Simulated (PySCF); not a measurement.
# Correlation energy of F (fluorine, neutral)

[He] 2s2 2p5, 2P determinant. Computed with PySCF 2.14 in x2c-TZVPall (5s3p2d1f, 31 functions), with the spin-free X2C one-electron Hamiltonian (Gaussian nucleus). Frozen: 1s2; 7 electrons correlated.

MP2 pair energies summed by pair of shells (mhartree):

| pair | energy | share (%) |
| --- | --- | --- |
| 2p-2p | -121.97 | 61.6 |
| 2s-2p | -66.10 | 33.4 |
| 2s-2s | -9.92 | 5.0 |

Total MP2 correlation energy: -197.99 mhartree.

Same-spin part -47.94 and opposite-spin part -150.05 mhartree; SCS-MP2 scales them by 1/3 and 6/5 to -196.04 mhartree.

| level | correlation energy (mhartree) |
| --- | --- |
| CCSD | -210.00 |
| (T) | -3.44 |
| CCSD(T) | -213.44 |

Diagnostics: T1 = 0.0062, D1 = 0.0108, largest double amplitude 0.036.

Cost of the coupled-cluster step: 0.37 s of wall time on 1 thread of Neoverse-V2 (shared host), for 7 correlated electrons.
